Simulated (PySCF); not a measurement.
**Computed properties of In(Br)(OH)(NH2) (BrH₃InNO), SMILES [NH2][In]([OH])[Br]**

BrH₃InNO, SMILES [In]([NH2])([OH])[Br]. Coordinates come from a B3LYP-D3(BJ)/def2-SVP optimisation. The structure was generated by enumeration; whether it is a known compound was not checked. The def2 effective core potentials stand for the cores of In; spin–orbit coupling is left out. One conformer was computed; it need not be the lowest. All values are computed for the isolated molecule unless a solvent is named; none is compared with measurement here.

**Structure.** All 15 harmonic modes at B3LYP-D3(BJ)/def2-SVP (PySCF) are real, so it is a minimum. With heavy atoms numbered as in [In:1]([Br:2])([OH:3])[NH2:5], the shortest bond between them is In1–O3 at 2.000 Å and the longest In1–Br2 at 2.507 Å.

**Vibrations.** The strongest infrared lines (harmonic, unscaled, degenerate partners summed) lie at 458 cm⁻¹ (132 km/mol, H 55 %, N 42 %), 838 cm⁻¹ (128 km/mol, H 92 %), 278 cm⁻¹ (95 km/mol, H 94 %). The softest mode is at 89 cm⁻¹ and the zero-point energy is 24.1 kcal/mol.

**Electronic structure.** ωB97X/def2-TZVP (PySCF) places the frontier levels at -10.28 and -0.11 eV, a gap of 10.17 eV, and gives a dipole moment of 1.72 D and a mean polarisability of 65.7 bohr³. PBE/def2-TZVP (PySCF) at the same geometry gives -6.47 and -2.90 eV, so its gap is 6.60 eV narrower. An orbital gap is neither the optical nor the fundamental gap.

**Excitations.** TDA-CAM-B3LYP/def2-SVPD (PySCF) has S1 at 4.83 eV (256 nm, f = 0.048, weak); the most intense of the 10 singlets computed lies at 7.00 eV (f = 0.12). T1 (TDA) is at 4.07 eV, 0.76 eV under S1. TDA-PBE/def2-SVPD (PySCF) puts S1 at 3.90 eV. No vertical singlet excitation falls in the visible range (under 3.1 eV).
